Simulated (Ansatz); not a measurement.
Input for Ansatz (a program for electronic structure): R-CCSD(T)/def2-TZVPP on H2OSTe (SMILES O[Te]S), a point of a torsion scan. Elements past Kr take the def2 small-core potentials; no spin–orbit coupling. The run froze 15 orbitals, filled d shells among them.

Ansatz 0.2 input:
```yaml
crystal:
  periodic: [false, false, false]
  atoms:
    - {symbol: O, position_ang: [-1.42882970, 0.50285524, -0.52051162]}
    - {symbol: Te, position_ang: [-0.08795824, -0.93657506, -0.11242546]}
    - {symbol: S, position_ang: [-1.55117493, -2.76624369, -0.44757689]}
    - {symbol: H, position_ang: [-2.27236908, 0.10376656, -0.73612685]}
    - {symbol: H, position_ang: [-2.01290405, -2.90549107, 0.79385229]}
basis:
  gaussian:
    orbitals: def2-TZVPP
magnetization: {spin_polarized: false}
correlation: {method: ccsd_t, electrons: outside_noble_gas}
scf: {lower_state_search: off}
```

**Question.** Give the final energy of this run.

**Answer.** -741.2157 hartree (reference determinant -740.6047, T1 diagnostic 0.014).

**Question.** How many basis functions does it have, and what does it roughly cost on one machine?

**Answer.** 151 functions; around 27 core-seconds (rough).
